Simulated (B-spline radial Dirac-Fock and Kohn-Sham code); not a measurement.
## L-shell conversion coefficients of Ho against transition energy

Method: a Dirac-Hartree-Slater potential of the neutral atom with a Latter tail (no hole, which puts coefficients of high multipoles low close above an edge), finite nucleus with surface currents. Computed with a radial finite-basis atomic code. Subshells within 1 keV of threshold and pair formation are left out.

| energy (keV) | E1 | E2 | E3 | E4 | E5 | M2 |
| --- | --- | --- | --- | --- | --- | --- |
| 12.8 | 12.4 | 32200 | 6.57e+06 | 3.15e+08 | 8.34e+09 | 54900 |
| 17.4 | 5.43 | 6890 | 1.07e+06 | 5.42e+07 | 1.81e+09 | 12700 |
| 20 | 3.71 | 3430 | 467000 | 2.31e+07 | 7.86e+08 | 6580 |
| 21.1 | 3.21 | 2620 | 340000 | 1.66e+07 | 5.62e+08 | 5120 |
| 31.1 | 1.10 | 379 | 34100 | 1.39e+06 | 4.20e+07 | 846 |
| 50 | 0.292 | 36.5 | 2060 | 61700 | 1.43e+06 | 99.6 |
| 51.6 | 0.268 | 31.3 | 1720 | 50100 | 1.14e+06 | 86.7 |
| 55.1 | 0.223 | 22.8 | 1170 | 32500 | 705000 | 64.9 |
| 66.1 | 0.134 | 9.48 | 402 | 9760 | 187000 | 29.5 |
| 73.2 | 0.101 | 5.83 | 222 | 4980 | 88400 | 19.0 |
| 100 | 0.0421 | 1.35 | 36.7 | 641 | 9020 | 5.15 |
| 126 | 0.0221 | 0.475 | 9.92 | 143 | 1680 | 2.02 |
| 146 | 0.0147 | 0.248 | 4.37 | 55.4 | 582 | 1.13 |
| 200 | 0.00628 | 0.0656 | 0.795 | 7.65 | 62.9 | 0.338 |
| 254 | 0.00334 | 0.0254 | 0.231 | 1.80 | 12.2 | 0.141 |
| 266 | 0.00296 | 0.0213 | 0.184 | 1.37 | 8.98 | 0.119 |
| 383 | 0.00119 | 0.00579 | 0.0329 | 0.176 | 0.863 | 0.0339 |
| 396 | 0.00110 | 0.00518 | 0.0284 | 0.147 | 0.703 | 0.0303 |
| 398 | 0.00108 | 0.00510 | 0.0277 | 0.143 | 0.682 | 0.0298 |
| 415 | 0.000981 | 0.00444 | 0.0231 | 0.115 | 0.530 | 0.0260 |
| 430 | 0.000902 | 0.00396 | 0.0199 | 0.0956 | 0.429 | 0.0231 |
| 499 | 0.000639 | 0.00250 | 0.0108 | 0.0454 | 0.181 | 0.0143 |
| 500 | 0.000636 | 0.00248 | 0.0107 | 0.0449 | 0.179 | 0.0142 |
| 510 | 0.000608 | 0.00234 | 0.00989 | 0.0408 | 0.160 | 0.0134 |
| 1000 | 0.000150 | 0.000408 | 0.00104 | 0.00257 | 0.00619 | 0.00183 |
| 1170 | 0.000112 | 0.000289 | 0.000680 | 0.00153 | 0.00336 | 0.00119 |
| 1290 | 9.40e-05 | 0.000235 | 0.000530 | 0.00113 | 0.00236 | 0.000918 |
| 1320 | 9.02e-05 | 0.000224 | 0.000500 | 0.00106 | 0.00218 | 0.000864 |
| 2000 | 4.45e-05 | 9.83e-05 | 0.000190 | 0.000341 | 0.000587 | 0.000300 |

Question: How fast do they fall between 1290 and 2000 keV?

Answer: As powers of the energy: E1 E^-1.71, E2 E^-1.99, E3 E^-2.33, E4 E^-2.74, E5 E^-3.17, M2 E^-2.55. Within one type (E or M) the higher multipoles fall faster.
